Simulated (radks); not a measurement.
The numbers below are computed, except where a source is named.
Q: The mean radii <r> (bohr) of the occupied orbitals of an atom or ion are listed with their occupations. Code: a radial shooting solver on a logarithmic mesh with Libxc functionals. Model: Dirac Kohn-Sham, LDA (Slater exchange, Perdew-Wang correlation), spin-unpolarised, spherical densities, finite nucleus; Fermi nuclear charge, rms radius of each element as measured or else 0.836 A^(1/3) + 0.57 fm.

| orbital | occ. | <r> |
|---|---|---|
| 1s1/2 | 2 | 0.02974 |
| 2s1/2 | 2 | 0.1273 |
| 2p1/2 | 2 | 0.1077 |
| 2p3/2 | 4 | 0.1128 |
| 3s1/2 | 2 | 0.3222 |
| 3p1/2 | 2 | 0.3088 |
| 3p3/2 | 4 | 0.3174 |
| 3d3/2 | 2 | 0.2800 |

Name the element and its charge. Open shells, if any, fill j = l - 1/2 first.

A: Z = 49, indium, charge +29: In29+ in [Ar] 3d2. The 1s radius gives Z: for a bare nucleus <r> = (2 gamma + 1)/(2Z) with gamma = sqrt(1 - (Z/c)^2), 0.02926 bohr for Z = 49, and screening makes it slightly larger (0.02974 here). The occupations add up to 20, and the charge is Z minus that.
